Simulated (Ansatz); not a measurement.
Geometry optimisation, RKS B3LYP/def2-SVP (Ansatz).

The input (input.yaml):

```yaml
crystal:
  periodic: [false, false, false]
  atoms:
    - { symbol: Hf, position_ang: [0.18503, -0.081933, 0.069774] }
    - { symbol: Cl, position_ang: [0.546038, 0.055401, 2.514691] }
    - { symbol: F, position_ang: [1.8795, 0.034949, -0.783625] }
    - { symbol: F, position_ang: [-0.847188, 1.373689, -0.600216] }
    - { symbol: F, position_ang: [-0.575776, -1.735583, -0.492651] }
    - { symbol: P, position_ang: [-3.304143, 0.215302, 1.467331] }
    - { symbol: H, position_ang: [-3.096775, -0.498456, 0.244085] }
    - { symbol: H, position_ang: [-3.454834, -0.982853, 2.233271] }
    - { symbol: H, position_ang: [-1.912852, 0.307385, 1.77794] }
basis:
  gaussian: { orbitals: def2-SVP }
hamiltonian:
  xc: b3lyp
relax:
  f_tol: 0.03
  max_steps: 50
```

Command:

```bash
$ ansatz run input.yaml --threads 4 --pin off --max-ram 5120MiB --backend cpu --events-out ev --progress --plain --runs-dir out
```

Question: Where does it end, and by what steps?

Answer: The run converged. The force dipped under the threshold on the way, but the program's further checks kept it going. After 28 steps the energy has fallen by 0.187 eV; H8 moved furthest, 1.15 Å.

```tsv
step	energy less start (eV)	largest force component (eV/Å)	accepted
0	0.0000	1.318	yes
1	-0.0809	1.110	yes
2	-0.1383	0.135	yes
3	-0.1460	0.080	yes
4	-0.1500	0.076	yes
5	-0.1527	0.026	yes
6	-0.1521	0.306	no
7	-0.1555	0.076	yes
8	-0.1567	0.179	yes
9	-0.1586	0.139	yes
10	-0.1614	0.084	yes
11	-0.1634	0.106	yes
12	-0.1619	0.277	no
13	-0.1651	0.023	yes
14	-0.1666	0.061	yes
15	-0.1663	0.227	no
16	-0.1681	0.027	yes
17	-0.1695	0.068	yes
18	-0.1704	0.178	yes
19	-0.1722	0.106	yes
20	-0.1755	0.037	yes
21	-0.1757	0.294	yes
22	-0.1798	0.115	yes
23	-0.1816	0.047	yes
24	-0.1807	0.262	no
25	-0.1840	0.077	yes
26	-0.1851	0.103	yes
27	-0.1859	0.088	yes
28	-0.1874	0.004	yes
```

```xyz
9
Properties=species:S:1:pos:R:3
Hf 0.333 -0.171 0.075
Cl 0.795 0.482 2.299
F 1.976 -0.270 -0.882
F -0.768 1.111 -0.814
F -0.469 -1.902 0.009
P -3.654 -0.141 1.637
H -3.273 0.564 0.454
H -2.972 -1.338 1.254
H -2.548 0.354 2.398
```

Whether the end is a true minimum wasn't checked by a vibrational analysis.

The run took 74 s on 4 threads of Arm Neoverse V2, with other jobs on the host, peak memory 0.33 GiB.
